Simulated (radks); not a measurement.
Problem. The potassium anion K-, [Ar] 4s2, held by a Watson sphere: a shell of charge +1 at radius R that stands for the Madelung well of a crystal (potential energy -1/R inside, -1/r outside, in hartree with lengths in bohr). All-electron calculation, non-relativistic Kohn-Sham, LDA (Slater exchange, Perdew-Wang correlation), spin-polarised, spherical densities, point nucleus. Program: a radial shooting solver on a logarithmic mesh with Libxc functionals. Response by self-consistent Sternheimer equations with the Hartree and adiabatic LDA kernel. The sphere does not respond.

| R (bohr) | e(3s) (eV) | e(3p) (eV) | e(4s) (eV) | <r> 4s (bohr) | sum of <r^2> (bohr^2) | X-ray form factor at sin(theta)/lambda = 0.3 1/angstrom | alpha (bohr^3) |
|---|---|---|---|---|---|---|---|
| 2.12 | -38.727 | -22.719 | -3.706 | 4.159 | 59.35 | 10.994 | 168.3 |
| 2.28 | -38.142 | -22.163 | -3.697 | 4.173 | 59.76 | 10.985 | 169.8 |
| 3.19 | -35.889 | -19.947 | -3.557 | 4.360 | 63.55 | 10.976 | 194.7 |
| 3.73 | -35.168 | -19.217 | -3.414 | 4.525 | 66.79 | 10.977 | 221.7 |
| 4.05 | -34.870 | -18.912 | -3.318 | 4.631 | 68.94 | 10.977 | 241.2 |
| 4.08 | -34.845 | -18.888 | -3.309 | 4.641 | 69.14 | 10.977 | 243.1 |
| 4.19 | -34.761 | -18.801 | -3.274 | 4.677 | 69.91 | 10.977 | 250.4 |
| 4.44 | -34.593 | -18.629 | -3.195 | 4.761 | 71.69 | 10.977 | 267.9 |

Estimate the row for R = 3.99 bohr.

Solution. e(3s) (eV) -34.920; e(3p) (eV) -18.964; e(4s) (eV) -3.336; <r> 4s (bohr) 4.611; sum of <r^2> (bohr^2) 68.53; X-ray form factor at sin(theta)/lambda = 0.3 1/angstrom 10.978; alpha (bohr^3) 237.4.
